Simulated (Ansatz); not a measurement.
`[NH2][Ge][OH]`, 6 atoms. The species carries charge 0 and has multiplicity 1. Correlated methods include outer-core shells of Ge, which these sets cover unevenly. Scalar relativity is left out up to krypton. All runs use 4 threads of an Arm Neoverse V1 on a shared host. Correlated methods freeze the cores. Open-shell runs search over several starts.

Q: Give the basis size and wall time and peak host memory of each of these runs in Ansatz. UKS ωB97M-V/def2-TZVPP energy of the cation; RKS ωB97M-V/def2-SVP energy; RHF-MP2/def2-QZVPP energy; UKS PBE-D4/def2-TZVPP energy of the cation; UKS B2PLYP (frozen core)/def2-TZVPP energy of the cation; RKS LC-ωPBE/def2-TZVPP energy; RKS PBE0-D4/def2-TZVP relaxation (6 steps); direct RPA on PBE orbitals/def2-TZVPP energy; RKS BHLYP-D4/def2-TZVPP energy; UKS PBE0-D4/def2-TZVPP energy of the cation; UHF-MP2/def2-QZVPP energy of the cation; RKS ωB97M-V/def2-QZVPP energy. (Best estimate.)

A: The calculation gave: Other jobs shared the machine, so times are rough.

```
                                level                   job  functions  wall time  peak host memory (GiB)
               RKS LC-ωPBE/def2-TZVPP                energy        152        1 s                    0.19
              RKS BHLYP-D4/def2-TZVPP                energy        152      1.1 s                     0.3
                 RKS ωB97M-V/def2-SVP                energy         75      2.3 s                     0.2
direct RPA on PBE orbitals/def2-TZVPP                energy        152      2.3 s                    0.28
                UKS PBE-D4/def2-TZVPP  energy of the cation        152      4.6 s                     0.3
                   RHF-MP2/def2-QZVPP                energy        293      5.5 s                    0.95
               UKS PBE0-D4/def2-TZVPP  energy of the cation        152        6 s                    0.57
               RKS ωB97M-V/def2-QZVPP                energy        293      7.5 s                    0.95
                RKS PBE0-D4/def2-TZVP  relaxation (6 steps)        128        8 s                    0.24
  UKS B2PLYP (frozen core)/def2-TZVPP  energy of the cation        152       17 s                    0.54
               UKS ωB97M-V/def2-TZVPP  energy of the cation        152       19 s                    0.73
                   UHF-MP2/def2-QZVPP  energy of the cation        293       56 s                     1.1
```

LC-ωPBE has ω = 0.4 bohr⁻¹.
